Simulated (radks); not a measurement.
Results of a calculation; reference values are marked as such.
Q: Radial electron density D(r) = 4 pi r^2 rho(r) of an atom or ion with 52 electrons. Level of theory: Dirac Kohn-Sham, PBE, spin-unpolarised, spherical densities, finite nucleus; Fermi nuclear charge, rms radius of each element as measured or else 0.836 A^(1/3) + 0.57 fm (a radial shooting solver on a logarithmic mesh with Libxc functionals).

| r (bohr) | D(r) (e/bohr) |
|---|---|
| 0.002296 | 7.448 |
| 0.003063 | 11.72 |
| 0.004085 | 17.95 |
| 0.005449 | 26.55 |
| 0.007267 | 37.46 |
| 0.009693 | 49.71 |
| 0.01293 | 60.92 |
| 0.01724 | 67.62 |
| 0.023 | 67.25 |
| 0.03067 | 61.81 |
| 0.04091 | 59.56 |
| 0.05456 | 68.52 |
| 0.07277 | 83.21 |
| 0.09784 | 84.41 |
| 0.1305 | 68.28 |
| 0.1741 | 61.53 |
| 0.2321 | 71.51 |
| 0.3096 | 62.66 |
| 0.413 | 33.17 |
| 0.5508 | 23.04 |
| 0.7346 | 26.52 |
| 0.9798 | 18.49 |
| 1.307 | 8.065 |
| 1.743 | 4.425 |
| 2.325 | 3.277 |
| 3.101 | 1.713 |
| 4.136 | 0.5140 |
| 5.516 | 0.08416 |
| 7.357 | 0.006470 |

What is the nuclear charge?

A: Z = 52. The innermost maximum, from 1s, lies near gamma/Z bohr with gamma = sqrt(1 - (Z/c)^2) = 0.925, here 0.0178 bohr (found: 0.0196), and its height grows with Z. The density is that of neutral tellurium in [Kr] 4d9.5 5s0.5 5p6; the configuration itself is not fixed sharply by these data, and Z only to a few units. D(r) has 4 maxima, at r = 0.0196, 0.0861, 0.249, 0.717 bohr, and minima at 0.0384, 0.163, 0.529 bohr, inside which lie 2.03, 11.17, 28.98 electrons.
